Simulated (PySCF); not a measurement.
In(Cl)(NH2)2 (ClH4InN2), SMILES [NH2][In]([NH2])[Cl]. Coordinates come from a PBE0-D3(BJ)/def2-SVP optimisation. The structure was generated by enumeration; whether it is a known compound was not checked. The def2 effective core potentials stand for the cores of In; spin–orbit coupling is left out. Other conformers were not sampled.

Computed equilibrium geometry at PBE0-D3(BJ)/def2-SVP (PySCF confirms it by a frequency run) as bond lengths and angles, and its point group (one conformer of several):
point group Cs.
Atoms: In1 Cl2 N3 H4 H5 N6 H7 H8. Bonds (Å): In1–Cl2 2.358, In1–N3 2.022, In1–N6 2.022, N3–H4 1.017, N3–H5 1.017, N6–H7 1.017, N6–H8 1.017. Bond angles (°): Cl2–In1–N3 114.8, Cl2–In1–N6 114.8, N3–In1–N6 129.2, In1–N3–H4 114.4, In1–N3–H5 116.7, H4–N3–H5 108.8, In1–N6–H7 116.7, In1–N6–H8 114.4, H7–N6–H8 108.8.
Charge 0, spin multiplicity 1.
